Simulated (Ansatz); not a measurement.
Isolated molecules relaxed with PBE0-D4/def2-TZVP in Ansatz; ΔE leaves out vibrations. CCSD(T)/CBS is the MP2 limit (def2-TZVPP, def2-QZVPP) plus CCSD(T) − MP2 in def2-TZVPP, frozen cores. DFT in def2-TZVPP. B3LYP here is the variant with VWN-RPA as its local correlation; programs differ in this. HSE06 is defined as in plane-wave codes. def2 core potentials past Kr. For Br, Sn outer-core shells are correlated without core-valence functions, which leaves a few kJ/mol of doubt a bond. Scalar relativity is left out up to krypton. One conformer a species, not always the lowest.

Reaction (ligand exchange at the Si–O bond): `[F][SnH]([F])[O][SiH3]` + `O[Si]Br` → `[SiH3]O[Si]Br` + `[OH][SnH]([F])[F]`

| level | ΔE (kcal/mol) | difference from CCSD(T)/CBS |
| --- | --- | --- |
| LDA (SPW92) | -0.3 | -0.7 |
| revPBE-D4 | -1.0 | -1.4 |
| r2SCAN-D4 | 0.0 | -0.4 |
| PBE0-D4 | -0.1 | -0.5 |
| B3LYP-D4 | -0.6 | -1.0 |
| HSE06-D4 | -0.1 | -0.5 |
| CAM-B3LYP-D4 | 0.1 | -0.3 |
| ωB97X-V | 0.3 | -0.1 |
| HSE06 | 0.3 | -0.1 |
| RPA@PBE/def2-TZVPP | 0.2 | -0.2 |
| HF/def2-SVP | 1.6 | 1.2 |
| MP2/def2-SVP | 1.0 | 0.6 |
| MP2/def2-TZVPP | 0.1 | -0.3 |
| CCSD/def2-TZVPP | 0.4 | 0.0 |
| SCS-MP2/def2-QZVPP | 0.4 | 0.0 |
| CCSD/CBS(def2) | 0.6 | 0.2 |
| CCSD(T)/CBS | 0.4 | 0 |

Question: What do rigid-rotor, harmonic-oscillator terms from PBE0-D4/def2-TZVP frequencies (298.15 K, 1 bar) make of the CCSD(T)/CBS value? (Estimate.)

Answer: Ansatz gave: ΔZPE = -0.1 kcal/mol, ΔH = +0.3 kcal/mol, ΔS = -8 J/(mol·K), ΔG = +0.9 kcal/mol. Modes under 50 cm⁻¹ make the entropy rough.

Largest T1 diagnostic among the species: 0.015.

In def2-TZVPP, CCSD(T) changes the Hartree–Fock value by −1.1 kcal/mol (the triples alone add −0.2 kcal/mol) and MP2 by −1.3 kcal/mol. The D4 term adds −0.8 kcal/mol with B3LYP and −0.4 kcal/mol with PBE0; it sums over pairs of atoms, weighted by their polarisabilities, and B3LYP, whose exchange is more repulsive, gets the larger term. Leaving LDA and LC-ωPBE aside and taking each functional with its dispersion term where it has one, the values, not all of them listed here, spread over 1.5 kcal/mol, from BLYP-D4 to PBE-QIDH.
